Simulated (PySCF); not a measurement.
C₂H₆N (SMILES [CH2]NC), doublet (typed; the unrestricted solution is spin-contaminated), at a GFN2-xTB geometry, with bond 6-2 at 1.6 times its length. Base run: HF/6-31G (PySCF).

Geometry (Å):
```xyz
9

C      1.2009    -0.3541    -0.2604
N      0.1551     0.3942     0.2650
C     -1.1968    -0.0245    -0.0056
H      1.0567    -0.7306    -1.2561
H      2.1883    -0.0535     0.0348
H      0.3956     0.8428     1.8025
H     -1.4826    -0.9378     0.5338
H     -1.2962    -0.2151    -1.0735
H     -1.8826     0.7748     0.2760
```
Charge 0, spin multiplicity 2.
Orbitals are unrestricted.
All else is at PySCF's defaults.
Base energy -133.46030 Eh.

Variants of this job, named by their change:

```
change                                                                            ΔE vs base (mEh)  SCF cycles  <S^2>               outcome
--------------------------------------------------------------------------------  ----------------  ----------  -----  --------------------
base                                                                                         0.000          18  1.214             converged
level_shift = 0.3 (with mf.max_cycle = 100)                                                  0.000          24  1.214             converged
diis_space = 12                                                                              0.000          18  1.214             converged
conv_tol_grad = 1e-3                                                                         0.000          18  1.214             converged
init_guess = huckel                                                                         16.267          19  1.137  another SCF solution
diis = off; damp = 0.6 (with mf.diis_start_cycle = 200; with mf.max_cycle = 150)                 -         150      -         not converged
solver = newton                                                                              0.000           -  1.214             converged
level_shift = 1.0 (with mf.max_cycle = 100)                                                  0.000          39  1.214             converged
diis_space = 4                                                                               0.000          22  1.214             converged
solver = newton; init_guess = 1e                                                             0.000           -  1.214             converged
conv_tol_grad = 1e-7                                                                         0.000          23  1.214             converged
diis_space = 20                                                                              0.000          17  1.214             converged
diis = off; damp = 0.3 (with mf.diis_start_cycle = 200; with mf.max_cycle = 150)             0.000          92  1.214             converged
```

A guess, shift, damping, solver or small numerical setting can't move a converged solution much, so rows marked as another SCF solution ended in a different state.

Open shells are given as the SCF converged; they aren't shown to be the lowest states, and a large step between rows can be another state.
